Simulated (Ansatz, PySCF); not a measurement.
Dissociation curve of GeO, singlet.

- UHF/cc-pVTZ (PySCF)
- RHF/cc-pVTZ (PySCF)
- UKS-BHandHLYP = unrestricted BHandHLYP/cc-pVTZ in PySCF
- RKS-BHandHLYP = PySCF with restricted BHandHLYP/cc-pVTZ
- UKS-TPSSh = unrestricted TPSSh/cc-pVTZ (PySCF 2.14.0)
- RKS-TPSSh = restricted TPSSh/cc-pVTZ in PySCF
- UKS-PBE = Ansatz (an electronic-structure program) with unrestricted PBE/cc-pVTZ
- RKS-PBE = restricted PBE/cc-pVTZ (Ansatz)
- UKS-B3LYP/6-31G* = PySCF with unrestricted B3LYP/6-31G*, spherical d
- RKS-B3LYP/6-31G* = restricted B3LYP/6-31G*, spherical d in PySCF
- UKS-B3LYP/LANL2DZ = unrestricted B3LYP/LANL2DZ, with its core potentials past Ne (PySCF)
- RKS-B3LYP/LANL2DZ = PySCF 2.14.0 with restricted B3LYP/LANL2DZ, with its core potentials past Ne
- UKS-M06-2X/6-31G* = unrestricted M06-2X/6-31G*, spherical d (PySCF 2.14.0)
- RKS-M06-2X/6-31G* = restricted M06-2X/6-31G*, spherical d in PySCF 2.14.0

Scanned distances (Å): 1.29, 1.37, 1.46, 1.50, 1.57, 1.62, 1.68, 1.69, 1.79, 1.91, 2.02, 2.22, 2.47, 2.68, 2.90, 3.24, 3.57, 3.91, 4.33, 4.82, 5.57, 6.39.

Task: Where does the unrestricted solution first break spin symmetry (<S²> of 0.01 or more)?

Result: UHF: between 1.69 and 1.79 Å; UKS-BHandHLYP: between 1.79 and 1.91 Å; UKS-TPSSh: between 2.02 and 2.22 Å; UKS-PBE: between 2.02 and 2.22 Å; UKS-B3LYP/6-31G*: between 1.91 and 2.02 Å; UKS-B3LYP/LANL2DZ: between 1.91 and 2.02 Å; UKS-M06-2X/6-31G*: between 1.91 and 2.02 Å.

| R / Å | <S²> UHF | E(RHF) − E(UHF) / mEh | <S²> UKS-BHandHLYP | E(RKS-BHandHLYP) − E(UKS-BHandHLYP) / mEh | <S²> UKS-TPSSh | E(RKS-TPSSh) − E(UKS-TPSSh) / mEh | <S²> UKS-PBE | E(RKS-PBE) − E(UKS-PBE) / mEh | <S²> UKS-B3LYP/6-31G* | E(RKS-B3LYP/6-31G*) − E(UKS-B3LYP/6-31G*) / mEh | <S²> UKS-B3LYP/LANL2DZ | E(RKS-B3LYP/LANL2DZ) − E(UKS-B3LYP/LANL2DZ) / mEh | <S²> UKS-M06-2X/6-31G* | E(RKS-M06-2X/6-31G*) − E(UKS-M06-2X/6-31G*) / mEh |
|---|---|---|---|---|---|---|---|---|---|---|---|---|---|---|
| 1.29 | 0.00 | 0.0 | 0.00 | 0.0 | 0.00 | 0.0 | 0.00 | 0.0 | 0.00 | 0.0 | 0.00 | 0.0 | 0.00 | 0.0 |
| 1.37 | 0.00 | 0.0 | 0.00 | 0.0 | 0.00 | 0.0 | 0.00 | 0.0 | 0.00 | 0.0 | 0.00 | 0.0 | 0.00 | 0.0 |
| 1.46 | 0.00 | 0.0 | 0.00 | 0.0 | 0.00 | 0.0 | 0.00 | 0.0 | 0.00 | 0.0 | 0.00 | 0.0 | 0.00 | 0.0 |
| 1.50 | 0.00 | 0.0 | 0.00 | 0.0 | 0.00 | 0.0 | 0.00 | 0.0 | 0.00 | 0.0 | 0.00 | 0.0 | 0.00 | 0.0 |
| 1.57 | 0.00 | 0.0 | 0.00 | 0.0 | 0.00 | 0.0 | 0.00 | 0.0 | 0.00 | 0.0 | 0.00 | 0.0 | 0.00 | 0.0 |
| 1.62 | 0.00 | 0.0 | 0.00 | 0.0 | 0.00 | 0.0 | 0.00 | 0.0 | 0.00 | 0.0 | 0.00 | 0.0 | 0.00 | 0.0 |
| 1.68 | 0.00 | 0.0 | 0.00 | 0.0 | 0.00 | 0.0 | 0.00 | 0.0 | 0.00 | 0.0 | 0.00 | 0.0 | 0.00 | 0.0 |
| 1.69 | 0.00 | 0.0 | 0.00 | 0.0 | 0.00 | 0.0 | 0.00 | 0.0 | 0.00 | 0.0 | 0.00 | 0.0 | 0.00 | 0.0 |
| 1.79 | 0.73 | 11.4 | 0.00 | 0.0 | 0.00 | 0.0 | 0.00 | 0.0 | 0.00 | 0.0 | 0.00 | 0.0 | 0.00 | 0.0 |
| 1.91 | 0.87 | 33.0 | 0.04 | 0.0 | 0.00 | 0.0 | 0.00 | 0.0 | 0.00 | 0.0 | 0.00 | 0.0 | 0.00 | 0.0 |
| 2.02 | 0.94 | 54.1 | 0.63 | 5.9 | 0.00 | 0.0 | 0.00 | 0.0 | 0.07 | 0.1 | 0.08 | 0.1 | 0.38 | 2.0 |
| 2.22 | 1.07 | 88.8 | 0.90 | 28.8 | 0.53 | 4.1 | 0.18 | 0.4 | 0.60 | 5.6 | 0.58 | 5.4 | 0.86 | 20.1 |
| 2.47 | 1.61 | 121.4 | 1.09 | 59.0 | 0.97 | 19.0 | 0.72 | 6.7 | 1.00 | 22.1 | 0.99 | 21.0 | 1.08 | 50.5 |
| 2.68 | 1.98 | 143.7 | 1.39 | 81.1 | 1.15 | 34.1 | 1.02 | 14.7 | 1.18 | 38.0 | 1.17 | 36.8 | 1.38 | 75.6 |
| 2.90 | 2.00 | 158.7 | 1.61 | 96.7 | 1.37 | 49.9 | 1.25 | 23.5 | 1.39 | 54.6 | 1.37 | 53.5 | 1.60 | 95.4 |
| 3.24 | 2.01 | 172.3 | 1.81 | 111.7 | 1.64 | 73.4 | 1.46 | 36.3 | 1.33 | 56.0 | 1.62 | 78.4 | 1.61 | — |
| 3.57 | 2.02 | 179.2 | 1.91 | 121.3 | 1.77 | 91.9 | 1.59 | 46.4 | 1.62 | 72.2 | 1.75 | 97.7 | 1.80 | — |
| 3.91 | 2.02 | 183.0 | 1.96 | 128.4 | 1.84 | 106.0 | 1.69 | 54.3 | 1.74 | 82.3 | 1.83 | 108.2 | 1.90 | — |
| 4.33 | 2.02 | 185.2 | 1.99 | 134.6 | 1.90 | 118.2 | 1.78 | 62.0 | 1.82 | 86.6 | 1.88 | 113.8 | 1.97 | — |
| 4.82 | 2.02 | 186.3 | 2.01 | 139.5 | 1.94 | 124.3 | 1.82 | 68.2 | 1.87 | 89.4 | 1.92 | 117.7 | 2.00 | — |
| 5.57 | 2.02 | 186.9 | 2.01 | 143.4 | 1.97 | 127.9 | 1.85 | 73.3 | 1.91 | 91.6 | 2.00 | — | 2.01 | — |
| 6.39 | 2.02 | 187.2 | 2.01 | 145.3 | 1.99 | 130.1 | 1.86 | 75.9 | 1.92 | 93.4 | 2.00 | — | 2.01 | — |

A dash means that the run gave no value there, or that the column was ended at a point which the program doubted or which failed a test of continuity chosen for this set; such a test can also cut sound points.
